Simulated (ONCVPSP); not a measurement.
Potentials for Zr compared

Generated with ld1.x 7.5 (TM, RRKJ, ultrasoft, PAW), atompaw 4.2 or ONCVPSP 4.0.1. The cutoff is in Ry: for ld1.x and atompaw files where the sum of valence levels is converged to 10 mRy in a Bessel basis, for ONCV files where the hardest occupied wave has 1 mHa per electron of residual kinetic energy. The error is the largest all-electron minus pseudo excitation energy over each file’s own four to seven test configurations (ionisations up to +4, promotions, holes and added fractions of an electron), all of which were solved. The labels leave out finer settings (local radius, basis sizes, second energies), which also bear on the numbers. Spin-polarised tests are not counted. The rows are a selection from randomly drawn settings: files with unsolved tests, undetermined cutoffs or missed reference levels are left out.

A true bound ghost makes a file unfit for plane-wave use even where its test errors are small: the radial tests pick states by their node count and pass the ghost by.

| potential | cutoff (Ry) | largest error (meV) | bound ghosts |
| --- | --- | --- | --- |
| ONCV, LDA (Perdew-Zunger), scalar-relativistic, rc 2.35/1.50/2.90/3.00 (spdf), local smoothed, core correction yes, reference 4s2 4p6 4d2 5s2, qcut 4.2/5.9/5.1/3.7, projectors 2/3/2/1 | 39 | +16 | none |
| ONCV, PBE, non-relativistic, rc 1.30/1.30/2.05/1.80 (spdf), local smoothed, core correction yes, reference 4s2 4p6 4d1, qcut 4.2/6.8/7.6/5.7, projectors 2/2/2/2 | 195 | -7.1 | s |
| ONCV, BLYP, fully relativistic, rc 2.20/1.55/2.35 (spd), local smoothed, core correction yes, reference 4s2 4p6 4d2 5s2, qcut 4.2/6.1/7.7, projectors 3/2/3 | 29 | -9.4 | none |
| ONCV, PBE, scalar-relativistic, rc 2.05/2.05/2.15 (spd), local smoothed, core correction yes, reference 4s2 4p6 4d2 5s1, qcut 7.5/5.5/6, projectors 2/2/2 | 32 | +4.7 | none |

Problem. Fill in the row for Zr: ONCV, PBE, fully relativistic, rc 1.90/1.75/2.30 (spd), local smoothed, core correction yes, reference 4s2 4p6 4d2 5s2, qcut 7/7.8/5.7, projectors 2/3/1.

Solution. cutoff 37 Ry, largest error +5.3 meV, bound ghosts: none.

Problem. Fill in the row for Zr: ONCV, PBE, fully relativistic, rc 1.80/1.45/2.60 (spd), local smoothed, core correction yes, reference 4s2 4p6 4d2 5s1.5, qcut 6.7/5.1/5.2, projectors 2/2/2.

Solution. cutoff 43 Ry, largest error -2.7 meV, bound ghosts: none.
